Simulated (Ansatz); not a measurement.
A calculation with Ansatz (development build ahead of 0.2.0).

```yaml
crystal:
  periodic: [false, false, false]
  atoms:
    - { symbol: V, position_ang: [0.0, 0.0, 0.0] }
    - { symbol: Br, position_ang: [0.0, 0.0, 3.224] }
basis:
  gaussian: { orbitals: pcseg-2 }
magnetization:
  spin_polarized: true
  initial_magnetization: 4
hamiltonian:
  xc: pbe
```

The input is written out in the form of the current development build from the run's settings.

Output:

```yaml
Converged: yes
Total_energy: -3517.55806 hartree
Spin_squared_of_the_determinant: 6.086
Stability_test: minimum
```

Caution: other spin multiplicities were not run.
